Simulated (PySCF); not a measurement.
**Electron correlation in Cl⁺ (chlorine, charge +1)**

[Ne] 3s1 3p4 3d1, one real determinant (an excited configuration). Calculation: PySCF 2.14, in aug-cc-pVTZ-DK; the spin-free X2C one-electron Hamiltonian (Gaussian nucleus). Frozen: [Ne]; 6 electrons correlated.

| level | correlation energy (mhartree) |
| --- | --- |
| CCSD | -150.27 |
| (T) | -10.89 |
| CCSD(T) | -161.16 |

Diagnostics: T1 = 0.012, D1 = 0.0344, largest double amplitude 0.185.

Problem. Is a single reference adequate?

Solution. Not fully. The real determinant used has ⟨L²⟩ near 8 against 12 for a pure F term, so it mixes terms. The outer electron is Rydberg-like, and this basis confines it to a smaller radius and binds it less than a complete one would. A double-excitation amplitude exceeds 0.15, a sign of near-degeneracy.

The reference is one real determinant that mixes LS terms of this configuration.
